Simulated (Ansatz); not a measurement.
ClFMoOS, SMILES `[O]=[Mo]([F])(=[S])[Cl]`. The species carries charge 0 and has multiplicity 1. Mo: def2 effective core potential.

```xyz
5

O     0.5867   -1.6205   -0.0573
Mo   -0.0443   -0.0866   -0.0443
F    -1.6265   -0.0407   -0.9714
S    -0.3901    0.4251    1.9566
Cl    1.4742    1.3227   -0.8835
```

(1) What are the harmonic wavenumbers in cm⁻¹ at PBE0-D4/def2-TZVP (Ansatz, finite differences of forces, unscaled)? (Best estimate.)

(2) Is this a minimum?

(3) Give the ideal-gas thermochemistry at 298.15 K and 1 bar (rigid rotor, harmonic oscillator; point group C1, symmetry number 1).

## Answers

(1) Computed: 146, 166, 203, 248, 296, 445, 597, 715, 1070.

(2) Yes, all 9 modes are real.

(3) Zero-point energy 23.2 kJ/mol; H(298) − E = 41.8 kJ/mol; entropy 343.9 J/(mol·K), of which translation 174.8, rotation 118.3, vibration 50.7; G(298) − E = -60.7 kJ/mol.
